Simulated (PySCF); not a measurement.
A side-by-side comparison of computed properties.

First species: C₃H₇P.
Atom-mapped SMILES: `[CH3:1][C:2]([CH3:3])=[PH:4]` (hydrogens: H5, H6, H7 on C1; H8, H9, H10 on C3; H11 on P4)

Second species: Methylfluoroisocyanate silane, C2H4FNOSi.
Z-matrix (Å and degrees, GFN2-xTB geometry), rows numbered from 1:
```
C 
Si  1  1.8879
F   2  1.6051  1  109.09
N   2  1.7173  1  110.53  3   112.25
C   4  1.1873  2  157.36  1    62.06
O   5  1.1545  4  176.27  2  -179.47
H   1  1.0878  2  110.85  3   -53.10
H   1  1.0867  2  111.22  3    66.44
H   1  1.0862  2  111.77  3  -173.24
H   2  1.4510  1  117.43  3  -120.84
```

Levels: CAM-B3LYP/def2-SVPD for dipole moment, HOMO energy, LUMO energy, HOMO–LUMO gap, static isotropic polarisability and electronic spatial extent ⟨r²⟩ about the centre of nuclear charge; TDDFT CAM-B3LYP/def2-SVPD for lowest singlet excitation; TDA CAM-B3LYP/def2-SVPD for lowest triplet excitation (Tamm–Dancoff); GFN2-xTB for rotational constant A and rotational constant C. Geometries: GFN2-xTB. Each structure is a single optimised conformer of the isolated species, non-relativistic unless stated. Electronic properties by PySCF.

Dipoles, sizes and rotational constants follow the conformer. The torsions of the flexible species, by atom-mapped SMILES:
- `[CH3:1][Si@@H:2]([F:3])[N:4]=[C:5]=[O:6]`: C1–Si2–N4–C5 62°

```tsv
property	column X	column Y
dipole moment	2.78 D	1.79 D
HOMO energy	-10.17 eV	-8.12 eV
LUMO energy	0.85 eV	-0.16 eV
HOMO–LUMO gap	11.02 eV	7.96 eV
lowest singlet excitation	7.21 eV	4.95 eV
lowest triplet excitation (Tamm–Dancoff)	6.78 eV	2.74 eV
static isotropic polarisability	56.9 au	65.3 au
electronic spatial extent ⟨r²⟩ about the centre of nuclear charge	854 bohr²	429 bohr²
rotational constant A	5.821 GHz	8.542 GHz
rotational constant C	1.306 GHz	3.156 GHz
```

Problem. Which column belongs to which species?

Solution. Column X is the second species and column Y the first. The first has 11 atoms and 40 electrons, the second 10 and 54.

Problem. How does each property change from the first species to the second?

Solution. dipole moment +0.99 D; HOMO energy -2.05 eV; LUMO energy +1.01 eV; HOMO–LUMO gap +3.06 eV; lowest singlet excitation +2.26 eV; lowest triplet excitation (Tamm–Dancoff) +4.04 eV; static isotropic polarisability -8.4 au; electronic spatial extent ⟨r²⟩ about the centre of nuclear charge +425 bohr²; rotational constant A -2.721 GHz; rotational constant C -1.850 GHz.

On the first: The principal polarisabilities are 49.0, 62.4 and 84.5 au; their mean is the isotropic value. The 8 singlets span 4.95 to 7.80 eV, and their oscillator strengths add up to 0.40.

On the second: No computed singlet falls in the visible range (750 to 380 nm, 1.65 to 3.26 eV); S1 lies 3.95 eV above its blue end. The principal polarisabilities are 44.6, 50.6 and 75.7 au; their mean is the isotropic value.
